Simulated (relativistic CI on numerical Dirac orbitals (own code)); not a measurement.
**La54+: sensitivity of the levels to the model**

Base calculation: Dirac-Coulomb-Breit CI, KLI orbitals optimised for each configuration, model QED, unscaled Slater integrals.

Configurations in the expansion (outside the closed core 1s2): 2s, 2p, 3s, 3p, 3d, 4s, 4p, 4d, 4f, 5s, 5p, 5d, 5f, 5g. Levels of other configurations are missing.

The lowest level and the first level of each name with at least 55 % of one term (blank where a level has no safe partner in the second run):

```
     Level  Base (eV)  Shift (eV)
 2s 2S_1/2       0.00        0.00
2p 2P°_1/2     129.54       +0.19
2p 2P°_3/2     601.03       +0.14
 3s 2S_1/2    6209.90       -0.08
3p 2P°_1/2    6245.50       -0.06
3p 2P°_3/2    6385.69       -0.05
 3d 2D_3/2    6396.47       -0.11
 3d 2D_5/2    6438.64       -0.10
 4s 2S_1/2    8349.07       -0.10
4p 2P°_1/2    8363.61       -0.09
4p 2P°_3/2    8422.52       -0.09
 4d 2D_3/2    8427.05       -0.11
 4d 2D_5/2    8444.89       -0.11
4f 2F°_5/2    8445.11       -0.11
```

At this charge energies of transitions that change n are usually good to better than 1 %, and those within a shell (Δn = 0) to a few per cent.

Task: One thing was changed in a second run, which moved the levels as shown. Which?
A. QED terms removed
B. one mean potential for all configurations
C. Breit term removed
D. configuration mixing switched off
E. valence Slater integrals scaled by 0.9

Result: B. One mean potential for all configurations. One potential for all configurations removes the relaxation of the orbitals, which moves whole configurations and changes the integrals a little.
